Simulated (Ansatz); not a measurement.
Start from `[OH][SnH]([F])[O][SiH3]` and change one atom or group to get `[OH][SnH2][F]`.

Ansatz, PBE0-D4/def2-TZVP geometries, multiplicity 1. Each molecule was computed in one conformer, which needn't be the lowest.

Elements past krypton have def2 core potentials.

```
                                        property  `[OH][SnH]([F])[O][SiH3]`
            HOMO–LUMO gap (PBE0/def2-TZVPP) / eV                       7.37
  zero-point energy (PBE0-D4/def2-TZVP) / kJ/mol                      134.6
              HOMO energy (PBE0/def2-TZVPP) / eV                      -8.83
             HOMO–LUMO gap (PBE/def2-TZVPP) / eV                       4.89
           LUMO energy (ωB97M-V/def2-TZVPP) / eV                       0.49
size of the dipole moment (B3LYP/def2-TZVPP) / D                       1.18
```

Question: Give the same properties after the change, and the shifts. (Estimate.)

Answer: Ansatz gave: 
| property | `[OH][SnH2][F]` | shift |
| --- | --- | --- |
| HOMO–LUMO gap (PBE0/def2-TZVPP) / eV | 8.32 | 0.95 |
| zero-point energy (PBE0-D4/def2-TZVP) / kJ/mol | 75.4 | -59.2 |
| HOMO energy (PBE0/def2-TZVPP) / eV | -8.97 | -0.14 |
| HOMO–LUMO gap (PBE/def2-TZVPP) / eV | 5.69 | 0.80 |
| LUMO energy (ωB97M-V/def2-TZVPP) / eV | 1.00 | 0.51 |
| size of the dipole moment (B3LYP/def2-TZVPP) / D | 2.38 | 1.20 |

With PBE0 the HOMO falls by 0.14 eV and the LUMO rises by 0.80 eV, so the gap widens by about 0.94 eV. PBE moves the HOMO by 0.04 eV and ωB97M-V by -0.23 eV. The zero-point energy changes by -59.2 kJ/mol with -12 modes. Dipoles are sizes alone; their direction can turn.

Positive LUMOs are unbound, so they and the gaps depend on the basis.

B3LYP here is the variant with VWN-RPA as its local correlation; programs differ in this.
